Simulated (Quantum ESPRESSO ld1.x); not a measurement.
All-electron atom: Ir VIII in [Xe] 4f14 6d2 (not the ground configuration). Method: Dirac Kohn-Sham, LDA (Slater exchange, Perdew-Zunger correlation), spin-unpolarised, spherical densities, point nucleus; open shells are shared between the two j in proportion to 2j + 1; computed with ld1.x of Quantum ESPRESSO 7.5.

Spin-orbit splittings of the eigenvalues, e(l+1/2) - e(l-1/2), with zeta = 2 splitting/(2l+1) and mean radii in bohr:

| shell | occ. | splitting (eV) | zeta (eV) | <r> j=l-1/2 | <r> j=l+1/2 |
|---|---|---|---|---|---|
| 2p | 6 | 1626 | 1084 | 0.06019 | 0.06850 |
| 3p | 6 | 356.1 | 237.4 | 0.1802 | 0.1955 |
| 3d | 10 | 77.02 | 30.81 | 0.1705 | 0.1752 |
| 4p | 6 | 84.53 | 56.36 | 0.4266 | 0.4605 |
| 4d | 10 | 15.71 | 6.285 | 0.4714 | 0.4827 |
| 4f | 14 | 3.171 | 0.9060 | 0.5243 | 0.5313 |
| 5p | 6 | ? | ? | 1.011 | 1.086 |
| 6d | 2 | 0.6723 | 0.2689 | 2.628 | 2.660 |

Estimate the 5p splitting.

Answer. 15.73 eV (zeta = 10.49 eV).
